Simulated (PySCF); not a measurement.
# NMR problem set

No solvent model, relativity neglected, a single conformation, equivalent nuclei averaged. GFN2-xTB geometry; PBE0/pcSseg-1 with gauge-including orbitals; PySCF.

Scale: 1H, 13C vs TMS (reference shieldings calculated alike). Splittings of carbon signals by F and P are missing where no couplings were computed. Where no couplings were computed, multiplicities follow the n + 1 count of equivalent neighbours, and m marks all less simple cases (inequivalent or close neighbours, rings, F or P nearby). Shifts are as computed. Against solution values, carbons near 30 ppm lie about +3 ppm off and those near 130 ppm about +5 ppm. Of 1309 compounds with measured shifts, 239 miss one by over three times the rms of a fit or turn the order of signals round; such compounds aren't used in these exercises.

Question: C₃H₇F₃OSi. 1H NMR (500 MHz, computed): δ 4.89 (m, 2H), 4.22 (q, 2H), 1.39 (t, 3H). 13C{1H} NMR (computed): δ 138.8, 64.6, 20.3. What is it?

Answer: SMILES CCO[SiH2]C(F)(F)F. The formula gives 0 degrees of unsaturation. 3 carbon signals for 3 carbons: no two carbons are equivalent. Carbon types of the structure: 1 × C, 1 × CH2, 1 × CH3, leaving 2 H on heteroatoms. δC 138.8: CF3 carbon; 3 electronegative neighbours deshield it. δC 64.6: sp3 CH2 bonded to O; the inductive effect lowers its shielding. δC 20.3: methyl carbon; aliphatic region, no heteroatom directly attached. δH 4.22: hydrogen on an sp3 CH2 bonded to O; its carbon carries O, an electronegative neighbour.

The shifts were computed for this structure.

Question: C₃H₇F₃OSi. 1H NMR (300 MHz, computed): δ 4.46 (m, 1H), 3.97 (d, 3H), 1.68 (d, 3H). 13C{1H} NMR (computed): δ 131.8 (C), 70.2 (CH), 21.5 (CH3). What is it?

Answer: `[SiH3][C@@H](C)OC(F)(F)F`. The formula gives 0 degrees of unsaturation. 3 carbon signals for 3 carbons: no two carbons are equivalent. Carbon types of the structure: 1 × C, 1 × CH, 1 × CH3, leaving 3 H on heteroatoms. δC 131.8: CF3 carbon; 4 electronegative neighbours deshield it. δC 70.2: sp3 CH bonded to O and Si; deshielded by the electronegative neighbour. δC 21.5: methyl carbon; saturated and bonded to C and H only. δH 4.46: hydrogen on an sp3 CH bonded to O and Si; its carbon carries O, which withdraws density.

The shifts were computed for this structure.
